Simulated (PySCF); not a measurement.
CH5BBrN. Atoms are numbered in the order given.

```xyz
9

B      0.0853    -0.9500     0.0000
Br    -0.0437     1.0111     0.0000
C     -1.2378    -1.7950     0.0000
H     -1.8520    -1.5467     0.8817
H     -1.0566    -2.8823     0.0000
H     -1.8520    -1.5467    -0.8817
N      1.3651    -1.4949     0.0000
H      1.5261    -2.4957     0.0000
H      2.2084    -0.9336     0.0000
```

The structure is a stationary point at B3LYP-D3(BJ)/def2-SVP. The structure was generated by enumeration, and PubChem lists no compound with its InChIKey, so it may never have been made. The values are those of a single conformer.

The numbers are results of PySCF with HF/def2-TZVP, not measurements.

Symmetry labels are those of the subgroup Cs that the program uses (full group Cs).

Task: List the valence orbital energies around the gap with their symmetry. (Estimate from the structure and the level; the computed values follow.)

Result: 
```csv
orbital,symmetry,energy (eV)
HOMO−7,A',-18.86
HOMO−6,A',-15.70
HOMO−5,A",-15.19
HOMO−4,A',-14.31
HOMO−3,A',-12.63
HOMO−2,A",-12.58
HOMO−1,A",-10.87
HOMO,A',-10.86
LUMO,A',2.98
LUMO+1,A",4.14
LUMO+2,A',4.24
LUMO+3,A',4.55
```
